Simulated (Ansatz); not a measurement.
## Which isomer of CH3AlF2Se gives these data?

These gas-phase data were calculated for one isomer of CH3AlF2Se at PBE0-D4/def2-SVP (harmonic, unscaled wavenumbers; equilibrium rotational constants with average atomic masses):

- rotational constants: 4.008, 1.553, 1.127 GHz
- all wavenumbers above 1500 cm⁻¹: 3221, 3215, 3089

Candidates:

(1) `C[Se][Al]([F])[F]`, a singlet
(2) `[F][Al]([F])[CH2][SeH]`, a singlet

Problem. Assign the data to one candidate and say why.

Solution. Candidate (1). 3 modes lie between 2750 and 3290 cm⁻¹, one for each C–H bond, while (2) has 2.

The same quantities for all candidates:

```tsv
	rotational constants (GHz)	wavenumbers above 1500 cm⁻¹	E above the lowest, PBE0-D4/def2-SVP (kcal/mol)
(1)	4.008, 1.553, 1.127	3221, 3215, 3089	0.0
(2)	5.978, 0.9839, 0.8494	3142, 3074, 2434	26.1
```

Each candidate is one conformer. Programs: Ansatz 0.2.0.
